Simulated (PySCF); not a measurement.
Species: C7H12N2Si.
Bonds: C1–C2, C2–C3 (aromatic), C3–C4 (aromatic), C4–C5 (aromatic), C5–C6 (aromatic), C6–C7 (aromatic), C7–N8, N8–N9, N9–Si10, C2–C7 (aromatic). Hydrogens: H11, H12, H13 on C1; H14 on C3; H15 on C4; H16 on C5; H17 on C6; H18 on N8; H19 on N9; H20, H21, H22 on Si10.

NICS is the negative of the GIAO shielding at a point without a nucleus: at the ring centre (0) and 1 Å above and below it (1); zz is the component along the ring normal. Level: GIAO PBE0/pcSseg-1 (PySCF, non-relativistic, gas phase) on the GFN2-xTB geometry, one conformer.

Ring bond lengths (Å), with Mayer bond orders in brackets: C2–C3 1.384 (1.48), C3–C4 1.386 (1.43), C4–C5 1.382 (1.44), C5–C6 1.382 (1.46), C6–C7 1.393 (1.37), C7–C2 1.405 (1.31).

**Question.** Give the NICS values of each ring in ppm.

**Answer.** 
```json
{"ring": "C2–C3–C4–C5–C6–C7", "type": "6-membered carbocycle; formal bonds all aromatic", "NICS(0)": "-8.7", "NICS(1), two faces": "-10.7 / -10.8", "NICS(1)zz, two faces": "-26.3 / -26.0", "rms pucker (Å)": "0.00", "centre to ring atoms, mean (Å)": "1.39"}
```

**Question.** What can be read from them?

**Answer.** 
- C2–C3–C4–C5–C6–C7: mean NICS(1)zz -26.2 ppm, shielded. For a flat ring without four-coordinate atoms the NICS criterion counts such a value as aromatic.

**Question.** And the bond-length index? HOMA takes Krygowski's 1993 parameters.

**Answer.** 
- C2–C3–C4–C5–C6–C7: HOMA 0.98 = 1 − EN − GEO, with mean bond length 1.389 Å, EN = α(Ropt − mean)² = 0.000 and GEO = α × variance = 0.017. The geometric and the magnetic index point the same way.

Conformer computed: `[CH3:1][c:2]1[cH:3][cH:4][cH:5][cH:6][c:7]1[NH:8][NH:9][SiH3:10]`: C6–C7–N8–N9 -26°, C7–N8–N9–Si10 -67°.
